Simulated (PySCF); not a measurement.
Vertical excitations of a molecule C4H6F2 from TDDFT-PBE/def2-SVPD in PySCF 2.14.0, as energy in eV (oscillator strength): 5.56 (0.001), 6.49 (0.000), 6.50 (0.015), 7.11 (0.351), 7.44 (0.004), 7.96 (0.000), 8.03 (0.067), 8.29 (0.009), 8.34 (0.003), 8.53 (0.000). Lowest triplet (TDA): 4.56 eV. Coordinates come from a PBE0-D3(BJ)/def2-SVP optimisation. One conformer was computed; it need not be the lowest.

Problem. Which structure fits?
A. C[C@H]1[C@@H](F)[C@H]1F
B. C/C=C/C(F)F
C. FC(F)C1CC1
D. CC(C)=C(F)F

Solution. D, CC(C)=C(F)F
